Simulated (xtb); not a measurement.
CH₅BrOSi, SMILES CO[SiH2]Br. All values are semi-empirical tight-binding results from xtb (GFN2-xTB unless named), good for trends rather than for accurate numbers. Geometry: GFN2-xTB. Other conformers were not sampled.

Optimised geometry:

Bonded distances (Å): Si1–Br2 2.214, Si1–O3 1.607, Si1–H5 1.443, Si1–H6 1.455, O3–C4 1.396, C4–H7 1.092, C4–H8 1.090, C4–H9 1.093. Angles (°): Br2–Si1–O3 108.9, Br2–Si1–H5 109.2, Br2–Si1–H6 103.9, O3–Si1–H5 101.7, O3–Si1–H6 114.3, H5–Si1–H6 118.7, Si1–O3–C4 131.5, O3–C4–H7 110.5, O3–C4–H8 107.8, O3–C4–H9 110.8, H7–C4–H8 109.3, H7–C4–H9 109.0, H8–C4–H9 109.3.
Charge 0, spin multiplicity 1.

```
Property                                          Value
----------------------------------------  -------------
orbital gap                                     6.14 eV
zero-point energy                         37.2 kcal/mol
G − E(el) at 298.15 K (modified RRHO)     17.4 kcal/mol
static polarisability (D4 model)             68.2 bohr³
solvation energy, GFN2-xTB/ALPB(water)    -0.2 kcal/mol
solvation energy, GFN2-xTB/ALPB(acetone)  -4.6 kcal/mol
```

Computed atomic charges and the Wiberg bond orders between heavy atoms:
charges (e) Si1 0.55, Br2 -0.21, O3 -0.37, C4 0.05, H5 -0.08, H6 -0.08, H7 0.03, H8 0.05, H9 0.04. Bond orders Si1–Br2 1.08, Si1–O3 1.18, O3–C4 0.99.
